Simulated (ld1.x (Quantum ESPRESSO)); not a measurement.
**C: one change to a TM semilocal potential, before and after**

* Element: C (Z = 6)
* Generator: ld1.x (Quantum ESPRESSO) 7.5
* Type: norm-conserving Troullier–Martins (semilocal form)
* Functional: PBEsol
* Relativity: non-relativistic
* Frozen core: [He]
* Valence charge: 4
* Reference configuration: 2s1.75 2p2.25
* Partial waves: 2p (bound): rc 2.00 bohr; 3d channel at 0.25 Ry: rc 1.65 bohr; 2s (bound): rc 0.95 bohr
* Local potential: the s channel
* Core correction: none

Change: wave 2p (bound): rc 2.00 bohr becomes 2p (bound): rc 2.12 bohr.

Cutoffs: the cutoffs (Ry, on a coarse ladder) from which the occupation-weighted sum of valence levels, in a spherical-Bessel basis at the reference potential, stays within 10 and 1 mRy of its value at 400 Ry; they do not see the model core or the augmentation charge, which bear on the density cutoff. Errors are all-electron minus pseudo energies relative to the spin-unpolarised reference configuration.

What does the change do?

The potential gets neither clearly harder nor softer (35 Ry and 90 Ry → 35 Ry and 90 Ry); of the 7 tests that both files solve, the error grows in 6 and shrinks in 0 by more than 15 % and 0.3 meV (median size 5.9 → 7.7 meV); neither file shows a bound ghost. More of the atom is replaced by a form fitted at one configuration, so other configurations suffer. A semilocal file is local in each channel, so a ghost entry of none says nothing of the separable form that plane-wave codes build from it.

| quantity | base | changed |
| --- | --- | --- |
| cutoff, loose | 35 Ry | 35 Ry |
| cutoff, tight | 90 Ry | 90 Ry |
| bound ghosts | none | none |
| error for 2s2 2p2, meV [ΔE -2.10 eV] | +0.1 | 0.0 |
| error for 2s2 2p1, meV [ΔE 8.69 eV] | +31 | +40 |
| error for 2s2 2p0, meV [ΔE 32.71 eV] | +293 | +375 |
| error for 2s2 2p1.5, meV [ΔE 1.83 eV] | +5.9 | +7.7 |
| error for 2s0 2p4, meV [ΔE 14.74 eV] | +0.6 | -6.1 |
| error for 2s2 2p2.3, meV [ΔE -3.25 eV] | -1.4 | -2.1 |
| error for 2s1 2p0, meV [ΔE 80.66 eV] | +626 | +784 |
